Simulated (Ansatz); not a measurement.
Consider the formal exchange of groups at a B–C bond: `BCC(=N)N` + `CCl` → `BCCl` + `CC(=N)N`.

Isolated molecules relaxed with PBE0-D4/def2-TZVP in Ansatz; ΔE leaves out vibrations. CBS: MP2 limit from def2 TZ/QZ plus the TZ coupled-cluster correction, frozen cores. This one scheme is used for every species. Each species was taken in one conformer, which may not be the lowest.

`BCC(=N)N`:

```xyz
12

B     1.153    0.603    1.250
C     0.395    0.878   -0.073
C    -0.682   -0.076   -0.501
N    -1.849    0.379   -0.729
N    -0.269   -1.381   -0.657
H     1.771    1.481    1.776
H     1.200   -0.495    1.735
H     1.224    0.827   -0.807
H     0.013    1.897   -0.145
H    -2.494   -0.362   -1.001
H    -0.991   -2.079   -0.728
H     0.531   -1.673   -0.120
```

`CCl`:

Cartesian coordinates in Å:
```
C -0.117 -0.020 0.085
Cl 1.300 0.227 -0.952
H 0.216 -0.084 1.119
H -0.607 -0.945 -0.210
H -0.792 0.822 -0.042
```

`BCCl`:

```xyz
7

B    -0.548   -0.234   -0.723
C     0.385    0.231    0.423
Cl    0.462   -0.807    1.871
H    -0.598    0.464   -1.694
H    -1.196   -1.233   -0.666
H     0.090    1.235    0.749
H     1.406    0.344    0.040
```

`CC(=N)N`:

```xyz
10

C     0.294   -0.063    1.215
C    -0.294    0.191   -0.140
N    -1.409    0.797   -0.240
N     0.496   -0.232   -1.185
H    -0.368    0.344    1.974
H     0.420   -1.136    1.387
H     1.278    0.405    1.301
H    -1.688    0.907   -1.215
H     0.076   -0.284   -2.098
H     1.196   -0.929   -0.999
```

| species | CCSD(T)/CBS(def2) energy (Eh) |
| --- | --- |
| `BCC(=N)N` | -214.48815 |
| `CCl` | -499.63220 |
| `BCCl` | -525.00385 |
| `CC(=N)N` | -189.11552 |

Question: Work out ΔE.

Answer: ΔE = (-525.00385) + (-189.11552) − (-214.48815) − (-499.63220) = 0.00098 Eh = +2.6 kJ/mol.

Largest T1 diagnostic among the species: 0.013.

In def2-TZVPP, CCSD(T) changes the Hartree–Fock value by +3.9 kJ/mol (the triples alone add +0.7 kJ/mol) and MP2 by +4.4 kJ/mol.
